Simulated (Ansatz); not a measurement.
Cartesian coordinates in Å:
```
F -1.874 0.268 -0.624
Si -0.451 0.018 0.022
F -0.628 -1.246 0.962
S 1.035 -0.423 -1.401
S 0.005 1.782 1.069
H 0.698 -1.724 -1.461
H 1.215 1.324 1.433
```

Total charge 0; spin multiplicity 1.

**Question.** List the r2SCAN/def2-TZVPP orbital energies in eV (Ansatz). (An estimate is asked.)

**Answer.** The calculation gave: Occupied: -2409.75, -2409.71, -1793.92, -666.71, -666.68, -214.21, -214.17, -158.28, -158.25, -158.20, -158.16, -158.08, -158.05, -144.06, -98.95, -98.93, -98.92, -32.14, -31.63, -20.05, -19.42, -14.50, -12.92, -12.32, -12.13, -11.42, -11.24, -10.92, -10.64, -9.67, -8.75, -7.37, -7.30. Lowest empty: -0.73, -0.60, -0.01, 0.42, 0.88, 1.68, 3.84, 4.08.
